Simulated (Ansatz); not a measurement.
Geometry optimisation, RKS BLYP-D4/def2-SVP in Ansatz.

input.yaml

```yaml
crystal:
  periodic: [false, false, false]
  atoms:
    - { symbol: Ge, position_ang: [0.0, 0.0, 0.0] }
    - { symbol: O, position_ang: [1.1168, 0.0, 1.6228] }
    - { symbol: H, position_ang: [0.2072, -0.2814, 1.96] }
    - { symbol: H, position_ang: [1.7092, 0.0, 0.376] }
    - { symbol: Cl, position_ang: [-1.0456, 1.8115, -0.7393] }
    - { symbol: H, position_ang: [-0.73, -1.2648, -0.5162] }
basis:
  gaussian: { orbitals: def2-SVP }
hamiltonian:
  xc: blyp
  dispersion: d4
relax:
  f_tol: 0.15
  max_steps: 25
  restrain:
    - { distance: [1, 3], at: 1.01, k: 30.0 }
    - { distance: [0, 1], at: 2.97, k: 30.0 }
    - { distance: [0, 3], at: 2.75, k: 30.0 }
```

Command:

```bash
$ ansatz run input.yaml --threads 1 --pin off --max-ram 2048MiB --backend cpu --events-out ev --progress --plain --runs-dir out
```

Task: Where does it end, and by what steps?

Result: The forces met the threshold. The restraints hold the end off the free minimum; the threshold counts their pulls, which the force column leaves out. Restrained pairs: O2–H4 (1.38 → 0.99 Å), Ge1–O2 (1.97 → 2.95 Å), Ge1–H4 (1.75 → 2.76 Å). After 9 steps the energy has fallen by 3.370 eV (the restraints' own energy left out); Ge1 moved furthest, 0.98 Å.

```json
{"step": "0", "energy less start (eV)": "0.0000", "largest force component (eV/Å)": "4.050", "accepted": "yes"}
{"step": "1", "energy less start (eV)": "0.6720", "largest force component (eV/Å)": "6.067", "accepted": "yes"}
{"step": "2", "energy less start (eV)": "0.9967", "largest force component (eV/Å)": "6.392", "accepted": "yes"}
{"step": "3", "energy less start (eV)": "0.0568", "largest force component (eV/Å)": "6.077", "accepted": "yes"}
{"step": "4", "energy less start (eV)": "-1.9759", "largest force component (eV/Å)": "3.225", "accepted": "yes"}
{"step": "5", "energy less start (eV)": "-2.7732", "largest force component (eV/Å)": "1.372", "accepted": "yes"}
{"step": "6", "energy less start (eV)": "-2.9919", "largest force component (eV/Å)": "2.052", "accepted": "yes"}
{"step": "7", "energy less start (eV)": "-3.3191", "largest force component (eV/Å)": "0.895", "accepted": "yes"}
{"step": "8", "energy less start (eV)": "-3.3437", "largest force component (eV/Å)": "1.034", "accepted": "yes"}
{"step": "9", "energy less start (eV)": "-3.3700", "largest force component (eV/Å)": "0.908", "accepted": "yes"}
```

```xyz
6
Properties=species:S:1:pos:R:3
Ge -0.037 0.049 -0.979
O 1.169 0.185 1.710
H 0.766 -0.652 2.019
H 1.835 -0.121 1.040
Cl -1.425 1.796 -0.856
H -1.052 -0.992 -0.231
```

The run took 11 s on 1 thread of Intel(R) Xeon(R) 6975P-C (Granite Rapids), with other jobs on the host, peak memory 0.15 GiB.
